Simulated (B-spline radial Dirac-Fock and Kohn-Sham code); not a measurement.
# Auger decay of the 2p3/2 hole in Bi²⁺

System: bismuth as Bi²⁺, configuration 1s2 2s2 2p6 3s2 3p6 3d10 4s2 4p6 4d10 4f14 5s2 5p6 5d10 6s2 6p1, inside a Watson sphere of charge -2 and radius 1.8 Å (a model of the Madelung potential; inside it an electron's potential energy is raised by 16.0 eV).

The run's input, task.json:

```json
{"items": [{
  "Z": 83,
  "q": 2,
  "cfg": [[1, 0, 2], [2, 0, 2], [2, 1, 6], [3, 0, 2], [3, 1, 6], [3, 2, 10], [4, 0, 2], [4, 1, 6], [4, 2, 10], [4, 3, 14], [5, 0, 2], [5, 1, 6], [5, 2, 10], [6, 0, 2], [6, 1, 1]],
  "A": 209,
  "rrms": 5.5211,
  "watson": [-2, 1.8],
  "do": ["binding", "quiet", "decay"],
  "holes": ["K", "L1", "L2", "L3", "M1", "M2", "M3", "M4", "M5", "N1", "N2", "N3", "N4", "N5", "N6", "N7"]
}]}
```

Launch: `python xray_run.py task.json out`

The computed values come from a radial finite-basis atomic code: independent-particle rates on relativistic LDA orbitals of the hole state (multipoles up to L = 3, Coulomb Auger matrix elements, transition energies from Dirac-Fock). Kinetic energies are configuration averages from the vacuum level; the two-hole energies are estimated from single-hole states.

```
transition  kinetic energy (eV)  width (meV)  share (%)
   L3-M1M3               6155.2          121        3.0
   L3-M2M3               6449.3          209        5.1
   L3-M1M5               6743.7         22.2        0.5
   L3-M3M3               6970.0          249        6.1
   L3-M2M5               7043.2         96.8        2.4
   L3-M3M4               7458.4          280        6.9
   L3-M3M5               7572.3          377        9.3
   L3-M4M4               7943.5         41.0        1.0
   L3-M4M5               8051.1          786       19.3
   L3-M5M5               8162.3          501       12.3
   L3-M2N3               8982.6         33.9        0.8
   L3-M3N1               9237.7         31.0        0.8
   L3-M3N2               9370.1         47.9        1.2
   L3-M3N3               9502.7         98.4        2.4
   L3-M3N4               9717.6         58.3        1.4
   L3-M3N5               9742.6         76.7        1.9
   L3-M4N3               9995.0         42.0        1.0
   L3-M5N3              10103.6         64.4        1.6
   L3-M4N5              10235.4          116        2.9
   L3-M5N4              10318.9          142        3.5
   L3-M5N5              10344.7          170        4.2
   L3-M5N6              10627.6         34.8        0.9
   L3-M5N7              10634.5         30.5        0.8
   L3-M5O5              10785.8         22.4        0.6
```

The listed channels hold 90 % of the non-radiative rate. Summed by principal shells, of 4.07 eV in all: LMM 66.7 %, LMN 26.3 %, LMO 3.7 %, LNN 2.4 %, LNO 0.7 %.
